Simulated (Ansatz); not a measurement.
Mo₃Se₅. Total charge 0; singlet. Geometry PBE-D4/def2-SVP.

```xyz
8

Mo    0.178   -1.537    0.519
Mo   -1.438    0.025    0.772
Mo    0.630    0.786   -0.826
Se    2.180    2.433   -1.120
Se   -1.698   -2.093    2.080
Se   -1.714    1.246   -1.348
Se    1.050   -1.426   -1.780
Se    0.812    0.566    1.702
```

In the def2 sets Mo takes a core potential, while STO-3G treats all electrons; there is no spin–orbit coupling. B3LYP takes the VWN-RPA correlation. The restricted singlet is unstable towards broken spin symmetry in Hartree–Fock (as tested in another run); at HF/STO-3G, PBE-D4/def2-SVP, PBE-D4/def2-TZVP, r2SCAN-D4/def2-TZVP and others this wasn't settled. The structure comes from a short search, and lower isomers may exist.

Task: Estimate the orbital energies around the gap (eV) in Ansatz with HF/STO-3G, PBE-D4/def2-SVP, PBE-D4/def2-TZVP, r2SCAN-D4/def2-TZVP, B3LYP-D4/def2-TZVP.

Result: 
| orbital | HF/STO-3G | PBE-D4/def2-SVP | PBE-D4/def2-TZVP | r2SCAN-D4/def2-TZVP | B3LYP-D4/def2-TZVP |
| --- | --- | --- | --- | --- | --- |
| HOMO−9 | -8.53 | -7.53 | -7.51 | -7.81 | -8.35 |
| HOMO−8 | -8.37 | -7.33 | -7.31 | -7.64 | -8.19 |
| HOMO−7 | -8.18 | -7.29 | -7.25 | -7.58 | -8.17 |
| HOMO−6 | -7.72 | -6.98 | -6.95 | -7.24 | -7.78 |
| HOMO−5 | -7.51 | -6.84 | -6.82 | -7.08 | -7.61 |
| HOMO−4 | -7.28 | -6.81 | -6.80 | -7.08 | -7.56 |
| HOMO−3 | -6.99 | -6.40 | -6.40 | -6.65 | -7.20 |
| HOMO−2 | -6.45 | -6.02 | -6.01 | -6.24 | -6.78 |
| HOMO−1 | -5.95 | -5.94 | -5.94 | -6.15 | -6.61 |
| HOMO | -5.59 | -5.31 | -5.31 | -5.53 | -6.05 |
| LUMO | 2.18 | -4.35 | -4.35 | -4.33 | -3.80 |
| LUMO+1 | 3.35 | -4.19 | -4.20 | -4.22 | -3.69 |
| LUMO+2 | 3.44 | -3.79 | -3.78 | -3.76 | -3.27 |
| LUMO+3 | 3.72 | -3.78 | -3.77 | -3.74 | -3.23 |
| LUMO+4 | 3.85 | -3.53 | -3.53 | -3.54 | -3.04 |
| LUMO+5 | 4.10 | -3.33 | -3.33 | -3.37 | -2.94 |
